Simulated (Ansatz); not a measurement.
A nudged elastic band was laid between two geometries of GaH3O + H2 (7 atoms, charge 0, multiplicity 1).

Theory: Ansatz 0.2.0, RKS B3LYP/def2-SVP.

```json
{"movable images": "9", "climbing image": "yes", "spring": "5.0 eV/Å²", "optimiser": "quadratic models (default)", "start path": "through a guess of the saddle point", "force threshold": "0.05 eV/Å", "iteration limit": "60", "end points": "relaxed"}
```

Image 0:

```xyz
7
Properties=species:S:1:pos:R:3
Ga -0.109 -0.864 -0.237
O -0.272 0.305 1.121
H -1.115 0.278 1.592
H 1.273 -0.777 -0.956
H -1.330 -1.803 -0.537
H 0.448 3.212 2.239
H 0.344 2.513 1.951
```

Image 10:

```xyz
7
Properties=species:S:1:pos:R:3
Ga 0.080 0.337 -0.222
O -0.107 0.279 1.982
H -1.011 0.035 2.227
H 1.447 -0.428 -0.391
H -1.283 -0.433 -0.468
H 0.065 1.919 -0.326
H 0.049 1.153 2.372
```

(1) Which bonds break or form, and what moves?

(2) What energy profile does the band end with?

(3) What is the geometry of the highest image?

(4) What are the harmonic wavenumbers there?

The band took 20 iterations and roughly 4 core-minutes.

Results:

(1) Bonds broken: H6–H7. Bonds formed: Ga1–H6, O2–H7. GaH3O + H2 becomes GaH5O.

(2) The run converged. The highest image is number 8 of 0 to 10, 0.93 eV above the first end and 1.04 eV above the last; the last end lies 0.10 eV below the first. A vibrational analysis at the climbing image gives one clearly imaginary mode, 1237i cm⁻¹: a first-order saddle point. The orbitals stay closed-shell, which can raise the energy where a bond breaks towards radicals; this wasn't checked here.

```json
{"image": "0", "path coordinate (Å)": "0.00", "energy (eV)": "0.00", "H6–H7 (Å)": "0.76", "Ga1–H6 (Å)": "4.80", "O2–H7 (Å)": "2.44"}
{"image": "1", "path coordinate (Å)": "0.59", "energy (eV)": "0.00", "H6–H7 (Å)": "0.76", "Ga1–H6 (Å)": "4.66", "O2–H7 (Å)": "2.45"}
{"image": "2", "path coordinate (Å)": "1.17", "energy (eV)": "0.01", "H6–H7 (Å)": "0.76", "Ga1–H6 (Å)": "4.40", "O2–H7 (Å)": "2.48"}
{"image": "3", "path coordinate (Å)": "1.76", "energy (eV)": "0.02", "H6–H7 (Å)": "0.76", "Ga1–H6 (Å)": "4.05", "O2–H7 (Å)": "2.51"}
{"image": "4", "path coordinate (Å)": "2.35", "energy (eV)": "0.03", "H6–H7 (Å)": "0.76", "Ga1–H6 (Å)": "3.67", "O2–H7 (Å)": "2.59"}
{"image": "5", "path coordinate (Å)": "2.93", "energy (eV)": "0.04", "H6–H7 (Å)": "0.76", "Ga1–H6 (Å)": "3.26", "O2–H7 (Å)": "2.69"}
{"image": "6", "path coordinate (Å)": "3.52", "energy (eV)": "0.07", "H6–H7 (Å)": "0.76", "Ga1–H6 (Å)": "2.71", "O2–H7 (Å)": "2.49"}
{"image": "7", "path coordinate (Å)": "4.11", "energy (eV)": "0.30", "H6–H7 (Å)": "0.78", "Ga1–H6 (Å)": "2.26", "O2–H7 (Å)": "1.95"}
{"image": "8", "path coordinate (Å)": "4.70", "energy (eV)": "0.93", "H6–H7 (Å)": "0.99", "Ga1–H6 (Å)": "1.85", "O2–H7 (Å)": "1.32"}
{"image": "9", "path coordinate (Å)": "5.43", "energy (eV)": "0.04", "H6–H7 (Å)": "1.87", "Ga1–H6 (Å)": "1.61", "O2–H7 (Å)": "0.98"}
{"image": "10", "path coordinate (Å)": "6.17", "energy (eV)": "-0.10", "H6–H7 (Å)": "2.80", "Ga1–H6 (Å)": "1.59", "O2–H7 (Å)": "0.97"}
```

(3) 
```xyz
7
Properties=species:S:1:pos:R:3:forces:R:3
Ga 0.055 0.022 0.036 0.00 -0.02 0.01
O -0.070 0.241 1.998 0.00 0.01 -0.01
H -0.941 0.083 2.391 0.00 -0.01 0.00
H 1.502 -0.384 -0.375 0.00 0.00 0.00
H -1.326 -0.303 -0.622 0.00 0.00 0.00
H 0.062 1.831 0.437 0.00 0.01 0.01
H -0.042 1.373 1.310 0.01 0.00 0.00
```

(4) 1237i, 425, 454, 518, 617, 700, 728, 753, 916, 1358, 1756, 1877, 1982, 2009, 3809 cm⁻¹.

The run took 4.4 min on 1 thread of Intel(R) Xeon(R) 6975P-C (Granite Rapids), on a shared host, peak memory 0.15 GiB.
